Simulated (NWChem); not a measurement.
Program: NWChem. System: Sn (+1), charge 1, spin multiplicity 2. Its SCF solution wasn't tested for a lower state. Level: UB2PLYP/def2-SVP with def2 effective core potentials on Sn, 4 core orbitals frozen.

Job file:

```
start mol
memory heap 200 mb stack 900 mb global 1100 mb
charge 1
geometry units angstroms nocenter noautoz
  Sn     0.000000     0.000000     0.000000
  symmetry group D2h
end
basis spherical
  * library def2-svp
end
ecp
  Sn library def2-ecp
end
dft
  xc hfexch 0.53 becke88 0.47 lyp 0.73 mp2 0.27
  dftmp2
  odft
  mult 2
  semidirect memsize 60000000 filesize 0
  iterations 100
end
mp2
  freeze core 4
end
task dft energy
```

NWChem printed:

```
             Northwest Computational Chemistry Package (NWChem) 7.3.0
             --------------------------------------------------------

                                NWChem Input Module
                                -------------------

 Scaling coordinates for geometry "geometry" by  1.889725989
 (inverse scale =  0.529177249)

                             Geometry "geometry" -> ""
                             -------------------------

 Output coordinates in angstroms (scale by  1.889725989 to convert to a.u.)

  No.       Tag          Charge          X              Y              Z
 ---- ---------------- ---------- -------------- -------------- --------------
    1 Sn                  50.0000     0.00000000     0.00000000     0.00000000

 Effective nuclear repulsion energy (a.u.)       0.0000000000

            Nuclear Dipole moment (a.u.)
            ----------------------------
        X                 Y               Z
 ---------------- ---------------- ----------------
     0.0000000000     0.0000000000     0.0000000000

      Symmetry information
      --------------------

 Group name             D2h
 Group number             26
 Group order               8
 No. of unique centers     1

      Symmetry unique atoms

     1


 Summary of "ao basis" -> "" (spherical)
 ------------------------------------------------------------------------------
       Tag                 Description            Shells   Functions and Types
 ---------------- ------------------------------  ------  ---------------------
 *                          def2-svp                  on all atoms

 Summary of "ao basis" -> "ao basis" (spherical)
 ------------------------------------------------------------------------------
       Tag                 Description            Shells   Functions and Types
 ---------------- ------------------------------  ------  ---------------------
 Sn                         def2-svp                10       26   4s4p2d

 Summary of "ao basis" -> "ao basis" (spherical)
 ------------------------------------------------------------------------------
[...]
 overlap   1.000  1.000  1.000  1.000  1.000  1.000

     --------------------------
     Expectation value of S2:
     --------------------------
      <S2> =      0.7538 (Exact =     0.7500)

                   NWChem MP2 Semi-direct Energy/Gradient Module
                   ---------------------------------------------

  Basis functions       =     26
  Molecular orbitals    =     26
  Frozen core           =      4
  Frozen virtuals       =      0
  Active alpha occupied =      7
  Active beta occupied  =      6
  Active alpha virtual  =     15
  Active beta virtual   =     16
  Use MO symmetry       = T
  Use skeleton AO sym   = T

  AO/Fock/Back tols     =   1.0D-09  1.0D-09  1.0D-09

 GA uses MA = F    GA memory limited = T

 Available:
  local mem=  4.43D+07
 global mem=  1.44D+08
 local disk=  0.00D+00
  mp2_memr nvloc                    15
  nvloc new                    15
   1 passes of   7:        2097152                       4056                    126507.
   1 passes of   7: M     44321056           G      144177848           F      42223904.

 Semi-direct pass number   1 of   1  for UHF alpha       at        0.3s
  vrange nnbf                   351
  mp2_eaftype                    10  avail_ma_in_mb                   386
 EAF : mp2_eaftype filesize          10      63254.
  mp2_eaf for mointskh                     10
Node 0 wrote      0.3 Mb in      0.0 s     Agg I/O rate:  2087.7 Mb/s
 Done moints_semi at        0.4s
  mp2_eaftype                    10  avail_ma_in_mb                   386
 EAF : mp2_eaftype filesize          10      63254.
  mp2_eaf for kh                    10
 Done maket at        0.4s
 Done multipass loop at        0.4s

 GA uses MA = F    GA memory limited = T

 Available:
  local mem=  4.43D+07
 global mem=  1.44D+08
 local disk=  0.00D+00
  mp2_memr nvloc                    16
  nvloc new                    16
   1 passes of   6:        2097152                       3827                    115767.
   1 passes of   6: M     44321056           G      144177848           F      42223904.

 Semi-direct pass number   1 of   1  for UHF beta        at        0.4s
  vrange nnbf                   351
  mp2_eaftype                    10  avail_ma_in_mb                   386
 EAF : mp2_eaftype filesize          10      57883.
  mp2_eaf for mointskh                     10
Node 0 wrote      0.3 Mb in      0.0 s     Agg I/O rate:  1944.1 Mb/s
 Done moints_semi at        0.5s
  mp2_eaftype                    10  avail_ma_in_mb                   386
 EAF : mp2_eaftype filesize          10      57883.
  mp2_eaf for kh                    10
 Done maket at        0.5s
 Done multipass loop at        0.5s

          -------------------------------------------
          DFT energy                    -213.697702560618
          Unscaled MP2 energy             -0.058958004602
          Total DFT+MP2 energy          -213.713621221861
          -------------------------------------------

 -----------------------
 Performance information
 -----------------------

 Timer overhead =  9.57D-08 seconds/call

               Nr. of calls         CPU time (s)                 Wall time (s)                GFlops
             ---------------    -------------------     ------------------------------   -------------------
Name         Min   Avg   Max    Min     Avg     Max     Min     Avg     Max   Mx/calls   Min     Max     Sum
mp2: moin     2     2     2   0.25    0.25    0.25     0.25    0.25    0.25    0.12      0.0     0.0     0.0
mp2: make     2     2     2   3.27E-3 3.27E-3 3.27E-3  3.27E-3 3.27E-3 3.27E-3 1.63E-3   0.0     0.0     0.0
mp2: tota     1     1     1   0.27    0.27    0.27     0.27    0.27    0.27    0.27      0.0     0.0     0.0

 The average no. of pstat calls per process was 5.00D+00
 with a timing overhead of 4.79D-07s

 Task  times  cpu:        0.5s     wall:        0.5s

 Total times  cpu:        0.5s     wall:        0.5s
```
